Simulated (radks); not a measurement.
The numbers below are computed, except where a source is named.
Problem. The hydrogen anion H-, [He], held by a Watson sphere: a shell of charge +1.41 at radius R that stands for the Madelung well of a crystal (potential energy -1.41/R inside, -1.41/r outside, in hartree with lengths in bohr). Level of theory: non-relativistic Kohn-Sham, LDA (Slater exchange, VWN5 correlation), spin-polarised, spherical densities, point nucleus (a radial shooting solver on a logarithmic mesh with Libxc functionals). Response by self-consistent Sternheimer equations with the Hartree and adiabatic LDA kernel. The sphere does not respond.

R (bohr)  e(1s) (eV)  <r> 1s (bohr)  sum of <r^2> (bohr^2)  X-ray form factor at sin(theta)/lambda = 0.1 1/angstrom  alpha (bohr^3)
1.54         -13.313          1.530                  6.061                                                    1.614           7.211
2.02         -11.177          1.721                  7.710                                                    1.527           11.53
2.85          -8.689          1.984                  10.44                                                    1.400           21.48
3.17          -7.979          2.066                  11.42                                                    1.361           26.11

Estimate the row for R = 1.44 bohr.

Solution. e(1s) (eV) -13.861; <r> 1s (bohr) 1.486; sum of <r^2> (bohr^2) 5.716; X-ray form factor at sin(theta)/lambda = 0.1 1/angstrom 1.633; alpha (bohr^3) 6.447.
